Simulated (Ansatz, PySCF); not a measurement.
Si(H)2(NHSiH3)(Me) (CH9NSi2), SMILES C[SiH2]N[SiH3].

Coordinates come from a PBE0-D3(BJ)/def2-SVP optimisation. Other conformers were not sampled.

Vertical ionisation energy (IE) and electron affinity (EA) in eV. Rows of orbital energies are one-electron estimates. Where ΔSCF, EOM or ADC give a negative EA the extra electron is unbound and the value depends on the basis.

| level | IE | EA |
|---|---|---|
| −ε(HOMO), −ε(LUMO), M06-2X/def2-TZVP (PySCF) | 8.62 | -0.94 |
| −ε(HOMO), −ε(LUMO), PBE/def2-TZVP (PySCF) | 6.00 | 0.62 |
| ΔSCF, PBE0/def2-TZVPD (Ansatz), final states of multiplicity 2 and 2 | 9.26 | -1.01 |
| ΔSCF, PBE/def2-TZVPD (Ansatz), final states of multiplicity 2 and 2 | 8.99 | -0.84 |

**Question.** What vertical singlet–triplet gap does ΔSCF give with PBE0/def2-TZVPD (Ansatz, an electronic-structure program) and with PBE/def2-TZVPD (Ansatz)? (The exact figures need the calculation; the answer reports its results.)

**Answer.** 5.57 and 5.20 eV (triplet above singlet where positive).
